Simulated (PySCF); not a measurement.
C₆ coefficients of unlike pairs at UHF

Calculated with PySCF 2.14 from the dipole response of each species, C₆(A,B) = (3/π) ∫ α_A(iu) α_B(iu) du, in atomic units, from isotropic polarisabilities. For ions this is the dispersion term alone; charge-induced terms of lower order in 1/R come first.

```json
{"species": "Mg⁺", "configuration": "[Ne] 3s1 (2S)", "basis": "aug-cc-pVTZ with one added diffuse shell each of s, p, d, f type (7s6p4d3f)", "relativity": "none", "α (bohr³)": "38.65", "C₆ (like pair)": "177.8"}
{"species": "Sn²⁺", "configuration": "[Kr] 4d10 5s2 (1S)", "basis": "def2-QZVPPD with the def2 core potential (28 electrons) (8s6p5d4f1g)", "relativity": "core potential", "α (bohr³)": "17.85", "C₆ (like pair)": "102.2"}
{"species": "Br²⁺", "configuration": "[Ar] 3d10 4s2 4p3 (4S)", "basis": "def2-TZVPPD (7s6p5d1f)", "relativity": "none", "α (bohr³)": "8.637", "C₆ (like pair)": "41.20"}
{"species": "Ge⁺", "configuration": "[Ar] 3d10 4s2 4p1 (2P)", "basis": "aug-cc-pVQZ-PP with ECP10MDF (7s6p5d3f2g)", "relativity": "core potential", "α (bohr³)": "19.83", "C₆ (like pair)": "116.3"}
```

Q: Estimate C₆ for Ge⁺ with Sn²⁺.

A: The integral gives 108.2. The combination rule 2 C_A C_B / (C_A α_B/α_A + C_B α_A/α_B) gives 109.0 and the geometric mean 109.1.

No spin-orbit coupling is included.

The other pairs:

| pair | C₆ |
| --- | --- |
| Ge⁺, Br²⁺ | 66.46 |
| Sn²⁺, Mg⁺ | 118.3 |
| Br²⁺, Mg⁺ | 66.03 |
| Ge⁺, Mg⁺ | 130.1 |
| Br²⁺, Sn²⁺ | 63.45 |
